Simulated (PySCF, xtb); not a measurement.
Si(AsH2)(F)3 (AsF₃H₂Si), SMILES [AsH2][Si](F)(F)F.

Harmonic wavenumbers (cm⁻¹) from GFN2-xTB (xtb) at its own minimum, in rising order: 54, 112, 113, 217, 222, 223, 422, 669, 689, 840, 888, 890, 998, 1921, 1926.

Problem. What does PBE-D3(BJ)/def2-SVP in PySCF give at its own minimum? (Estimate from the structure and the level; the computed values follow.)

Solution. 84, 136, 141, 231, 288, 288, 444, 586, 631, 816, 935, 947, 956, 2129, 2145. Paired by order, the mean absolute difference is 66 cm⁻¹ and the zero-point energies are 14.6 and 15.4 kcal/mol.
